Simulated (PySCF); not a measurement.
MoO, SMILES [O]=[Mo] (connectivity only; charge and spin as stated), neutral, multiplicity 5.

Geometry: PBE0-D3(BJ)/def2-TZVPD. The spin state was assumed, not searched. The def2 effective core potentials stand for the cores of Mo; spin–orbit coupling is left out.

Calculation: PBE0-D3(BJ)/def2-TZVPD (PySCF).

Frequencies are harmonic and unscaled.

| mode | ν (cm⁻¹) | IR (km/mol) | moving atoms (share of kinetic energy) |
|---|---|---|---|
| 1 | 978 | 212.4 | O 86 %, Mo 14 % |
